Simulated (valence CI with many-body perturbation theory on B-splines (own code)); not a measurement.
Results of a calculation; reference values are marked as such.
## A CI+MBPT run for Pt⁷⁺

Level of theory: configuration interaction combined with many-body perturbation theory (CI+MBPT): three valence electrons over a frozen Dirac-Fock core [Xe] 4f14, radial functions for each j: 6 s, 6 p, 5 d, 5 f, 1 g, with the one-electron correlation potential Σ1 (screened to all orders), the two-electron term Σ2, the three-electron term Σ3, Breit, model QED; selected single and double excitations, second order for the rest, scaled by the run's own slope (own B-spline code, finite nucleus).

Command, and the settings that its task file holds:

```sh
python run_cv.py task.json out
```

```
atom Pt  Z=78  mass_number=195  rms_radius_fm=5.4270
core [Xe] 4f14
valence 5d3
avg = 1
basis = S
breit = 1
cap = 10000
capref = 1200
cscale = 1
de = 0.0
dress = 0
eps = 2e-08
extrap = 1
h = 0.27
hh = 1
l2 = 3
lcore = 6
maxit = 60
n2 = 5
natural = 1
nlev = 20
nno = [3, 3, 3, 3, 1]
nroot = 26
nsp = [3, 3, 2, 2, 0]
pt2 = 1
qed = 1
rpa = 1
s1 = 1
s2 = 1
s3 = 1
screen = 1
tol = 0.001
whole = 1
```

It took 58 s on 1 thread of Arm Neoverse V1, on a shared host.

Log. The first blocks belong to the next ion, which gives the ionisation energy. Fields: 2J, parity (1 odd), roots, reference size, generating configurations, candidates as configurations/state functions, variational space P, stored matrix elements, Davidson steps; e2 is the range of second-order energies in hartree. The first line gives the box (bohr), its intervals, the orbitals and the steps of their self-consistent field. Window is the range of levels sought, series limit the energy at which the first omitted orbital would enter, core excitation an estimate of the first excitation out of the core, left out the lowest levels not solved, and shifts from estimates the range by which levels moved from their first estimate, all in cm⁻¹.

```
rmax 13.1 intervals 62 orbitals 40 references ['5d3', '5d2 6s', '5d2 6p', '5d 6s2'] scf 7 t 1.7
2J=4 par=0 roots 2 ref 42 generators 4 cand 293/293 P 300/300 nnz 0 it 0
2J=4 par=0 roots 2 ref 42 generators 12 cand 35/35 P 320/320 nnz 0 it 0
   second order: generators 26 cand 15/15 e2 -0.00000 -0.00000
2J=6 par=0 roots 2 ref 32 generators 6 cand 250/250 P 250/250 nnz 0 it 0
2J=6 par=0 roots 2 ref 32 generators 13 cand 32/32 P 272/272 nnz 0 it 0
   second order: generators 22 cand 10/10 e2 -0.00000 -0.00000
reference levels 423, estimated 35, window 180807 1/cm; series limit 599450, core excitation 402823
2J=3 par=0 roots 7 ref 36 generators 8 cand 469/1032 P 1054/2387 nnz 0 it 2
2J=3 par=0 roots 7 ref 36 generators 32 cand 2856/6430 P 1396/3231 nnz 1.7e+06 it 4
   second order: generators 92 cand 3251/7092 e2 -0.00002 -0.00000
2J=5 par=0 roots 7 ref 38 generators 7 cand 512/1315 P 1074/2770 nnz 1.6e+06 it 2
2J=5 par=0 roots 7 ref 38 generators 26 cand 2680/6964 P 1427/3803 nnz 2.4e+06 it 4
   second order: generators 80 cand 3436/8583 e2 -0.00002 -0.00000
2J=7 par=0 roots 4 ref 27 generators 4 cand 182/304 P 910/2352 nnz 0 it 2
2J=7 par=0 roots 4 ref 27 generators 15 cand 2024/5382 P 1121/3029 nnz 1.7e+06 it 3
   second order: generators 42 cand 3137/8104 e2 -0.00002 -0.00000
2J=9 par=0 roots 4 ref 18 generators 5 cand 89/163 P 815/1846 nnz 0 it 2
2J=9 par=0 roots 4 ref 18 generators 19 cand 2031/5439 P 987/2347 nnz 0 it 2
   second order: generators 44 cand 2790/6874 e2 -0.00001 -0.00001
2J=1 par=0 roots 3 ref 21 generators 5 cand 135/163 P 850/1314 nnz 0 it 1
2J=1 par=0 roots 3 ref 21 generators 14 cand 1649/2514 P 1208/1865 nnz 0 it 3
   second order: generators 53 cand 2533/3829 e2 -0.00001 -0.00000
2J=11 par=0 roots 1 ref 6 generators 1 cand 174/319 P 384/848 nnz 0 it 0
2J=11 par=0 roots 1 ref 6 generators 4 cand 1290/3162 P 526/1259 nnz 0 it 0
   second order: generators 16 cand 2031/4482 e2 -0.00001 -0.00001
left out: unestimated 263138, estimated 205018, shifts from estimates -31 to 1
operators 6.7
```

The Davidson iterations converged.

No measured spectrum was set against this ion. As an estimate, terms of the open shell hold to 2 to 4 % of their energy, and close levels can change places; different configurations can be misplaced against each other by 1,000 to 8,000 cm⁻¹. Only levels of the ground parity were solved; by the run's estimate the other parity begins above the list, which can be wrong where configurations are misplaced.

| Quantity | Value |
| --- | --- |
| Valence energy | -14.0635 hartree |
| Ionisation energy | 109.58 eV (NIST: 109 ± 2.1 eV (theoretical)) |
| Reference configurations for the orbitals | 5d3, 5d2 6s, 5d2 6p, 5d 6s2 |
| Radial orbitals | 40 |
| Box radius | 13.13 bohr |
| Largest variational space | 3803 |
| Lowest levels | 5d³ ⁴F_3/2 0.0000, 5d³ ⁴F_5/2 1.235, 5d³ ⁴F_7/2 2.102, 5d³ ⁴P_3/2 2.404, 5d³ ⁴F_9/2 2.559, 5d³ ⁴P_1/2 2.806, 5d³ ²G_7/2 3.959, 5d³ ²H_9/2 4.142, 5d³ ⁴P_5/2 4.217, 5d³ ²D_3/2 [a] 4.817, 5d³ ²P_1/2 5.045, 5d³ ²H_11/2 5.392, 5d³ ²D_5/2 [a] 5.879, 5d³ ²F_5/2 6.433 eV |

Names give the largest LS component (configuration and term), which can be under half, so a name can repeat, a term be missing and a line seem to break the LS rules; names also repeat where a configuration has a term twice. Letters in brackets count levels of one name in rising energy.
